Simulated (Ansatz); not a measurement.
Species: C3H10GeN (charge 0, doublet). It need not be the lowest isomer of its formula. 
Geometry from a B3LYP-D3(BJ)/def2-TZVP (Ansatz, an electronic-structure program) optimisation:
SMILES: [CH]([N]([GeH3])C)C
```xyz
15

C     -2.3186    -0.2983    -0.5873
C     -1.3384     0.7974    -0.8106
N     -0.1310     0.8209    -0.1282
C      0.7163     1.9751    -0.3923
Ge     0.7007    -0.7495     0.4360
H     -2.6813    -0.3485     0.4518
H     -3.1875    -0.1551    -1.2297
H     -1.9066    -1.2871    -0.8210
H     -1.6943     1.7652    -1.1439
H      0.1441     2.8939    -0.2349
H      1.5650     1.9876     0.2909
H      1.0977     1.9882    -1.4214
H      1.9307    -0.2831     1.2280
H     -0.2666    -1.5406     1.3256
H      1.1390    -1.6282    -0.7596
```
Charge 0, spin multiplicity 2.

Total electronic energies in hartree. Valence correlation only, unless marked. Open shells are spin-unrestricted. Spin-orbit coupling is left out. The frozen core is the preceding noble-gas configuration, with the filled d and f shells of earlier blocks. Non-relativistic. CBS marks a two-point X^-3 extrapolation of the correlation energy; Hartree-Fock from the larger set.

```
level                                program  energy (Eh)
----------------------------  --------------  -----------
HF/6-31G                              Ansatz  -2248.76007
HF/cc-pVQZ                            Ansatz  -2249.30319
r2SCAN-D4/def2-TZVPD          Ansatz + dftd4  -2251.98098
B3LYP-D3(BJ)/def2-TZVPD       Ansatz + dftd3   (withheld)
PBE0/STO-3G                           Ansatz   (withheld)
PBE0/def2-TZVPD                       Ansatz   (withheld)
BHLYP/def2-TZVPD                      Ansatz  -2251.96128
r2SCANh-D4/def2-TZVPD         Ansatz + dftd4  -2251.96656
HSE06/def2-TZVPD                      Ansatz  -2251.60661
B2GP-PLYP/def2-TZVPD                  Ansatz  -2251.32526
SCS-MP2/cc-pVQZ                       Ansatz  -2250.21093
CCSD/CBS(cc-pVTZ,cc-pVQZ)             Ansatz   -2250.2793
CCSD(T)/STO-3G                        Ansatz  -2223.81265
CCSD(T)/6-31G*                        Ansatz  -2249.59036
CCSD(T)/CBS(cc-pVTZ,cc-pVQZ)          Ansatz   -2250.3208
```

Question: Some entries are withheld; supply them.

Answer: 
- B3LYP-D3(BJ)/def2-TZVPD, energy (Eh): -2252.17075
- PBE0/STO-3G, energy (Eh): -2225.55070
- PBE0/def2-TZVPD, energy (Eh): -2251.61688
